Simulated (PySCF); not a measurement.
Simulated absorption spectrum

Species: C2H9NOSi.
Geometry (GFN2-xTB, Å), atoms numbered from 1 in this order:
```xyz
14
C2H9NOSi angstrom
C     -1.839   -0.643    0.161
N     -1.024    0.505   -0.159
Si     0.622    0.415   -0.671
C      1.542   -0.609    0.637
O      1.172    1.944   -0.806
H     -2.655   -0.349    0.825
H     -2.272   -1.115   -0.729
H     -1.224   -1.380    0.670
H     -1.578    1.234   -0.588
H      0.888   -0.066   -2.028
H      1.310   -1.665    0.554
H      1.290   -0.297    1.648
H      2.617   -0.506    0.518
H      1.150    2.531   -0.055
```

Computed with TDDFT wB97X-D/def2-SVPD, vertical, gas phase, core orbitals frozen in the response (PySCF).

Computed states:

| state | E (eV) | f |
| --- | --- | --- |
| S1 | 6.45 | 0.0031 |
| S2 | 6.87 | 0.023 |
| S3 | 7.53 | 0.029 |
| S4 | 7.98 | 0.057 |
| S5 | 8.08 | 0.027 |
| S6 | 8.12 | 0.0086 |
| S7 | 8.39 | 0.080 |
| S8 | 8.62 | 0.054 |

Broadening: Gaussians 0.25 eV wide at half height, area fixed by f = 4.319×10⁻⁹ ∫ε dν̃. The width is an assumption, not a result. The curve ends short of the highest state used, and states not computed would add to its high-energy end.

Question: What does the envelope look like, and where are its maxima?

Answer: 
λ (nm), ε (L mol⁻¹ cm⁻¹) and a bar:
```
    154.6       8767 ##############################
    155.7       8038 ############################
    156.9       5679 ###################
    158.0       3278 ###########
    159.2       1509 #####
    160.3        948 ###
    161.5       1284 ####
    162.6       2080 #######
    163.8       2897 ##########
    164.9       3107 ###########
    166.1       2605 #########
    167.2       1774 ######
    168.4        924 ###
    169.5        414 #
    170.7        142 
    171.9         53 
    173.0         64 
    174.2        178 #
    175.3        424 #
    176.5        896 ###
    177.6       1479 #####
    178.8       2102 #######
    179.9       2443 ########
    181.1       2403 ########
    182.2       2019 #######
    183.4       1416 #####
    184.5        890 ###
    185.7        482 ##
    186.8        281 #
    188.0        212 #
    189.1        232 #
    190.3        288 #
    191.4        329 #
    192.6        337 #
    193.7        305 #
    194.9        240 #
    196.0        172 #
    197.2        106 
    198.4         57 
    199.5         30 
    200.7         13 
    201.8          5 
    203.0          2 
    204.1          1
```

Maxima: 192 nm (6.45 eV), ε about 340, made up of S1 (100%); 180 nm (6.87 eV), ε about 2500, made up of S2 (100%); 165 nm (7.53 eV), ε about 3100, made up of S3 (100%); 155 nm (8.01 eV), ε about 8800, made up of S4 (65%) and S5 (28%) (ε in L mol⁻¹ cm⁻¹; maxima over ε = 5, shares over 10%).

Question: What would ε be at 8.01 eV, the highest of these maxima, with half the width (0.125 eV)?

Answer: About 12900 L mol⁻¹ cm⁻¹ against 8780, a factor of about 1.5; a lone state at its own centre would give exactly 2.

Question: On this curve, what absorbance would a 10⁻⁵ mol/L sample give at 193 nm over a 1 cm path?

Answer: 193 nm is 6.424 eV, where ε is about 330 L mol⁻¹ cm⁻¹, so A = ε c l ≈ 0.0033 (Beer–Lambert, with the gas-phase spectrum and the assumed width).

Question: Coming from long wavelengths, where does ε first pass 100 L mol⁻¹ cm⁻¹?

Answer: At about 197 nm (6.28 eV), 0.16 eV below S1.

One conformer stands for the species.
